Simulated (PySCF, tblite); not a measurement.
Species: C6H10ClFSi.
Structure used (GFN2-xTB), in Å, numbered top down from 1:
```xyz
19
C6H10ClFSi angstrom
C      2.6885   -0.5638   -0.1317
C      1.3293    0.0341    0.0222
C      1.0741    1.2635    0.4740
Si    -0.7534    1.6601    0.5301
C     -1.1223    0.0086   -0.4073
F     -1.3319    0.3343   -1.7558
C     -2.3422   -0.7552    0.0580
Cl    -3.7133    0.3589    0.2852
C      0.1567   -0.8345   -0.3496
H      2.8673   -0.8239   -1.1749
H      3.4595    0.1294    0.1943
H      2.7678   -1.4799    0.4536
H      1.8759    1.9239    0.7637
H     -1.3152    1.6365    1.8813
H     -1.2196    2.7846   -0.2703
H     -2.6542   -1.5032   -0.6728
H     -2.1545   -1.2223    1.0233
H      0.3259   -1.3084   -1.3202
H      0.0518   -1.6334    0.3896
```

Jobs on this species (19 atoms, 86 electrons) with PySCF (density fitting) and tblite. Hardware of each: one thread of an Arm Neoverse V2 (shared host). Times come from a shared host and carry two figures at best.

| level and settings | work | basis functions | SCF cycles | wall time |
| --- | --- | --- | --- | --- |
| GFN2-xTB | Hessian by finite differences | – | – | 0.77 s |
| GFN2-xTB | L-BFGS relaxation | – | – | ? |
| PBE0/pcSseg-1 | shieldings, ring-centre shieldings, charges and field gradients, density and orbital grids written | 217 | 14 | 54 s |

Task: Fill in the missing figures.

Result: 
- GFN2-xTB; L-BFGS relaxation: 1.1 s

Task: What do all jobs in the table cost together?

Result: About 56 s; the longest takes about 97 % of that, and about 70 times as long as the shortest.
